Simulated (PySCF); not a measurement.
Computed data sheet: `C=C[C@@]1(F)O[C@@H]1CF`

Compound: C5H6F2O.
SMILES with atom numbers: `[CH2:1]=[CH:2][C@@:3]1([F:4])[O:5][C@@H:6]1[CH2:7][F:8]` (hydrogens: H9, H10 on C1; H11 on C2; H12 on C6; H13, H14 on C7)

Structural features include: C=C double bond, ether, epoxide and C–F bond.

**GFN2-xTB geometry**

| Item | Value |
| --- | --- |
| Point group of the GFN2-xTB geometry | C1 |
| Rotational constants A, B, C of the GFN2-xTB geometry | 3.886, 1.218, 1.170 GHz |

PBE0/pcSseg-1 ground state and GIAO shieldings, non-relativistic (PySCF):

| Item | Value |
| --- | --- |
| Dipole moment | 1.33 D |
| HOMO energy | -7.94 eV |
| LUMO energy | -0.50 eV |
| HOMO–LUMO gap | 7.44 eV |
| Lowest Hirshfeld atomic charge | -0.15 e on O5 |
| Highest Hirshfeld atomic charge | +0.15 e on C3 |
| 13C chemical shifts (computed TMS as zero) by class | 139.4 (C2), 129.6 (C1), 95.5 (C3), 81.7 (C7), 59.3 (C6) ppm |
| 1H chemical shifts (computed TMS as zero) by class | 6.37 (H9), 6.00 (H10), 5.84 (H11), 5.12 (H14), 4.88 (H13), 2.82 (H12) ppm |
| Isotropic shieldings of nuclei other than C and H, by class | 251 (O5), 355 (F4), 438 (F8) ppm |
| Mayer bond orders between heavy atoms | C1–C2 1.96, C2–C3 1.00, C3–F4 0.96, C3–O5 0.94, O5–C6 0.89, C6–C7 1.01, C7–F8 0.90, C6–C3 0.90 |

Monoisotopic mass (most abundant isotopes): 120.0387 u.

With B = h/(8π²I), that is 505.379 GHz u Å² over I, the principal moments of inertia are 130.0, 415.1 and 431.9 u Å² (most abundant isotopes); the inertial defect Ic − Ia − Ib is -113.2 u Å² (zero for a rigid planar frame, negative otherwise). The dipole matches unit charges of opposite sign 0.28 Å apart (1 e·Å = 4.8032 D). The rotational constants make it an asymmetric top with κ = (2B − A − C)/(A − C) = -0.96, nearer the prolate limit (−1). A dipole of 1.33 D is allowed in C1, and pure rotational transitions are dipole-allowed.

The structure is a single GFN2-xTB conformer in the gas phase; no vibrational or solvent corrections.

For the NMR shielding job (PBE0/pcSseg-1), the run took 20 s wall on Arm Neoverse V1, one thread, shared host.

Shape of the structure used: `[CH2:1]=[CH:2][C@@:3]1([F:4])[O:5][C@@H:6]1[CH2:7][F:8]`: C1–C2–C3–F4 8°, O5–C6–C7–F8 180°.
